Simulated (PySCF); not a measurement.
**Removing an electron from `[AsH2]CC1CCCC1`**

Compound: C6H13As.
Cartesian coordinates in Å at the PBE0-D3(BJ)/def2-SVP level; atoms count from 1:
```
atom  x, y, z in Å
As1   -2.2541    0.5288    0.9217
C2    -1.5725   -0.4756   -0.6574
C3    -0.0507   -0.5023   -0.7615
C4     0.6550   -1.2267    0.4026
C5     1.9866   -0.5002    0.5662
C6     1.5915    0.9582    0.3512
C7     0.6171    0.8982   -0.8294
H8    -2.2971   -0.6546    1.8847
H9    -3.7224    0.3411    0.5524
H10   -1.9867   -1.4946   -0.6494
H11   -2.0001    0.0400   -1.5326
H12    0.1882   -1.0438   -1.6930
H13    0.7546   -2.3092    0.2295
H14    0.0693   -1.1075    1.3312
H15    2.6945   -0.8191   -0.2191
H16    2.4698   -0.6890    1.5371
H17    2.4458    1.6292    0.1745
H18    1.0689    1.3290    1.2501
H19   -0.1214    1.7153   -0.8032
H20    1.1656    1.0051   -1.7788
```

Level: PBE0/def2-SVPD (PySCF). Frontier orbitals with their largest atomic shares (Löwdin; up to four atoms above 4 %):

```tsv
orbital	ε (eV)	main atoms
HOMO−3	-9.05	C3 18 %, C4 14 %, C7 12 %, C2 10 %
HOMO−2	-8.99	C5 16 %, C6 14 %, H15 9 %, H18 9 %
HOMO−1	-8.45	C3 18 %, As1 15 %, C2 13 %, H12 10 %
HOMO	-7.05	?
LUMO	0.32	As1 27 %, H9 11 %, C2 11 %, H8 7 %
LUMO+1	0.61	As1 46 %, H8 16 %, H9 7 %, C2 5 %
LUMO+2	0.87	As1 31 %, C2 11 %, H9 10 %, H8 8 %
```

**Question.** What vertical ionisation energy does ΔSCF give, and how far is −ε(HOMO) from it?

**Answer.** ΔSCF: 9.07 eV (875 kJ/mol; threshold wavelength 137 nm); ⟨S²⟩ of the doublet left behind is 0.754, against 0.75 for a pure doublet. −ε(HOMO) is 7.05 eV, 2.02 eV below it. In exact Kohn–Sham theory the two would be equal; PBE0 (global hybrid, 25 % exact exchange) falls short of its own ΔSCF value by 22 %.

**Question.** On which atoms does the HOMO lie?

**Answer.** As1 (arsenic bonded to C and 2 H) 61 %, C2 (chain CH2 carbon) 14 %, H8 (hydrogen on arsenic) 7 %, H9 (hydrogen on arsenic) 7 %, so more than half of it is on one atom. The HOMO−1 lies 1.40 eV lower.

**Question.** What total energies stand behind the ΔSCF value?

**Answer.** E(N) = -2471.34415 Eh and E(N − 1) = -2471.01075 Eh at the same geometry, 0.33340 Eh apart.

**Question.** How many of the 10 lowest singlet excitations (vertical TDDFT, same level) lie below the ionisation energy?

**Answer.** All 10; they run from 6.24 to 8.23 eV.

**Question.** Shift the occupied levels rigidly so that −ε(HOMO) equals the ΔSCF value. What binding energies result?

**Answer.** The shift is +2.02 eV: HOMO 9.07, HOMO−1 10.47, HOMO−2 11.01, HOMO−3 11.07 eV. A rigid shift is only a rough guide to the deeper ionisations.

**Question.** With α = 101.1 au, estimate the like-pair dispersion coefficient by London's formula C6 = (3/4)α²I.

**Answer.** I = 0.3334 Eh, so C6 ≈ 2560 au; the Casimir–Polder integral at the same level gives 4070 au, 1.59 times as much.

Geometry: PBE0-D3(BJ)/def2-SVP, one conformer, isolated molecule. The calculation is non-relativistic, for arsenic too.
